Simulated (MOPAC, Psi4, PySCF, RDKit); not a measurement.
Torsional profile of C3H10OSi, SMILES CC[SiH2]OC. Scanned: dihedral C2–Si3–O4–C5; all other coordinates were relaxed at GFN2-xTB. Points at φ and −φ are mirror images.

Atom numbering (GFN2-xTB optimised geometry, Å):
```
15

C     -2.4701    -0.6571     0.1509
C     -1.3515     0.3747     0.1453
Si     0.3536    -0.4427     0.1676
O      1.3648     0.8268     0.1711
C      2.7574     0.7995     0.1821
H     -3.4478    -0.1776     0.1357
H     -2.3962    -1.3064    -0.7182
H     -2.4110    -1.2808     1.0396
H     -1.4546     1.0076    -0.7372
H     -1.4669     1.0307     1.0092
H      0.5779    -1.2932    -1.0107
H      0.5543    -1.2799     1.3595
H      3.1179     1.8288     0.1848
H      3.1292     0.2849     1.0713
H      3.1429     0.2847    -0.7011
```

- PBE0-D3(BJ)/def2-TZVP // GFN2-xTB (Psi4)
- PM6, restricted, heats of formation // GFN2-xTB (MOPAC)
- RKS-B3LYP/3-21G = restricted B3LYP/3-21G // GFN2-xTB (PySCF 2.14.0)
- RKS-B3LYP/6-31G* = restricted B3LYP/6-31G*, spherical d, density fitting // GFN2-xTB (PySCF 2.14.0)
- UFF // GFN2-xTB (RDKit)
- PBE-D3(BJ)/def2-TZVP // GFN2-xTB (Psi4)

Energies in kcal/mol, each method relative to its own lowest point.

| φ / ° | PBE0-D3(BJ)/def2-TZVP | PM6 | RKS-B3LYP/3-21G | RKS-B3LYP/6-31G* | UFF | PBE-D3(BJ)/def2-TZVP |
|---|---|---|---|---|---|---|
| -150 | 0.5 | 2.8 | 0.3 | 0.4 | 2.1 | 0.5 |
| -120 | 1.2 | 1.3 | 0.4 | 1.0 | 7.5 | 1.1 |
| -90 | 1.2 | 1.1 | 0.2 | 1.0 | 6.0 | 1.0 |
| -60 | 1.1 | 1.0 | 0.0 | 0.9 | 4.3 | 0.9 |
| -30 | 1.5 | 0.6 | 0.4 | 1.4 | 6.0 | 1.3 |
| 0 | 1.9 | 0.0 | 0.7 | 1.9 | 9.4 | 1.8 |
| 30 | 1.5 | 0.6 | 0.4 | 1.4 | 6.0 | 1.3 |
| 60 | 1.1 | 1.0 | 0.0 | 0.9 | 4.3 | 0.9 |
| 90 | 1.2 | 1.1 | 0.2 | 1.0 | 6.0 | 1.0 |
| 120 | 1.2 | 1.3 | 0.4 | 1.0 | 7.5 | 1.1 |
| 150 | 0.5 | 2.8 | 0.3 | 0.4 | 2.1 | 0.5 |
| 180 | 0.0 | 3.4 | 0.2 | 0.0 | 0.0 | 0.0 |

Root-mean-square difference from the PBE-D3(BJ)/def2-TZVP profile, itself a level with limits, after the best constant shift (kcal/mol): PBE0-D3(BJ)/def2-TZVP 0.1, PM6 1.4, RKS-B3LYP/3-21G 0.4, RKS-B3LYP/6-31G* 0.0, UFF 2.1.
